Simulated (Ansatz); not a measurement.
Abridged output of a molecular run in Ansatz:

```
Functional definition: HF
1733 factors; integrals over basis functions are off by at most 8.6e-4 eV
mean field evaluation 1: about -26170.6285 eV, gradient 4.0e1 eV
mean field evaluation 2: about -26170.8265 eV, gradient 4.1e1 eV
mean field evaluation 4: about -26174.9470 eV, gradient 4.1e0 eV
mean field evaluation 8: about -26175.0475 eV, gradient 2.8e-1 eV
mean field -26175.04796523 eV, -961.9152706375 hartree, gradient 2.5e-6 eV, S^2 0.000000; 0 other end points of the search recorded, 0 dependent functions left out
17 core orbitals not correlated: weight in the atoms' cores, before any rotation towards them, 1.000 or more for the frozen orbitals, at most 0.000 for the correlated occupied ones
reference -26175.04796523 eV, -961.9152706375 hartree; 15, 15 occupied and 268, 268 virtual orbitals, 1733 factors
second order -20.57124183 eV of doubles, -0.00000000 eV of singles
cycle   1  -21.66044274 eV  change    -1.1e0 eV  update   1.1e-1
cycle   2  -22.25134033 eV  change   -5.9e-1 eV  update   3.6e-2
cycle   3  -22.38528164 eV  change   -1.3e-1 eV  update   1.9e-2
cycle   4  -22.37585701 eV  change    9.4e-3 eV  update   4.8e-3
cycle   5  -22.37277145 eV  change    3.1e-3 eV  update   2.0e-3
cycle   6  -22.37304583 eV  change   -2.7e-4 eV  update   6.1e-4
cycle   7  -22.37275643 eV  change    2.9e-4 eV  update   2.2e-4
cycle   8  -22.37269902 eV  change    5.7e-5 eV  update   6.5e-5
cycle   9  -22.37273420 eV  change   -3.5e-5 eV  update   2.6e-5
perturbative correction -0.74935056 eV, -0.0275381251 hartree
Total energy: -26198.17005000 eV, -962.7649915799 hartree
```

Its atoms:

```xyz
13

C    -0.3218    0.3186    2.1508
Si    1.1840   -0.3811    1.2634
Al    0.8676   -0.4710   -1.1733
F     2.0994   -1.1155   -2.0763
Si   -1.1094    0.2730   -2.4355
H    -1.2051   -0.2977    1.9689
H    -0.5433    1.3312    1.8063
H    -0.1521    0.3567    3.2290
H     1.4803   -1.7507    1.7800
H     2.3812    0.4570    1.5730
H    -1.8066    1.3795   -1.7175
H    -0.7856    0.7472   -3.8099
H    -2.0886   -0.8472   -2.5589
```

(1) Which basis set was used?
A. def2-QZVPP
B. def2-SVP
C. def2-TZVPP
D. def2-SVPD

(2) Write the keys of the input that set method, charge and spin (a neutral closed shell needs none for the last two).

Results:

(1) C. It gives 300 functions.

(2) 
```yaml
correlation: {method: ccsd_t}
```
